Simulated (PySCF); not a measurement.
A structure optimised at PBE0-D3(BJ)/def2-SVP, used in a PySCF frequency run:

```xyz
11

Si     1.0609     0.4802     0.2271
Cl     3.0708     0.2490    -0.2410
C      0.0738    -0.8147    -0.7029
Si    -1.6497    -1.0900    -0.0361
Cl    -2.4998     0.7638     0.3706
H      0.6595     1.8543    -0.1707
H      0.9171     0.2942     1.6979
H      0.6176    -1.7744    -0.6483
H      0.0251    -0.5254    -1.7659
H     -1.6005    -1.8506     1.2433
H     -2.5268    -1.7903    -1.0147
```
Charge 0, spin multiplicity 1.

### Question
Write its SMILES and formula.

### Answer
Cl[SiH2]C[SiH2]Cl, CH6Cl2Si2

### Question
What are its rotational constants (standard atomic weights)?

### Answer
4.9360, 0.73033, 0.65631 GHz
